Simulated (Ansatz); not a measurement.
Relaxation of ClF2H4W (8 atoms, charge 0, multiplicity 2), to a largest force component of 0.03 eV/Å in at most 50 steps.

Computed with UKS B3LYP/def2-SVP (Ansatz).

```xyz
8
Properties=species:S:1:pos:R:3:forces:R:3
W 0.000 0.183 -0.275 0.00 0.00 0.09
Cl -0.001 -0.454 3.255 0.00 1.19 0.11
H 1.481 -0.613 -0.150 0.01 0.00 0.00
F 0.001 1.716 0.808 0.00 -0.01 -0.01
H -1.481 -0.614 -0.147 0.00 -0.01 0.00
H 0.002 -1.413 0.280 0.00 -0.01 -0.01
F -0.002 0.457 -2.125 0.00 0.01 0.02
H -0.001 0.867 3.453 0.00 -1.17 -0.21
```

Where does it end, and by what steps?

The run converged. After 6 steps the energy has fallen by 0.077 eV; Cl2 moved furthest, 0.43 Å. Joined: W1–Cl2 (3.59 → 2.97 Å).

```
step  energy less start (eV)  largest force component (eV/Å)  accepted
   0                  0.0000                           1.192       yes
   1                 -0.0372                           0.561       yes
   2                 -0.0634                           0.363       yes
   3                 -0.0709                           0.310       yes
   4                 -0.0731                           0.203       yes
   5                 -0.0770                           0.037       yes
   6                 -0.0770                           0.025       yes
```

```xyz
8
Properties=species:S:1:pos:R:3
W 0.000 0.165 -0.079
Cl 0.000 -0.407 2.832
H 1.477 -0.651 -0.049
F 0.000 1.776 0.915
H -1.476 -0.653 -0.048
H 0.001 -1.483 0.329
F -0.001 0.525 -1.912
H 0.000 0.859 3.112
```

Whether the end is a true minimum wasn't checked by a vibrational analysis.

The run took 17 s on 4 threads of Arm Neoverse V2 (shared host), peak memory 0.3 GiB.
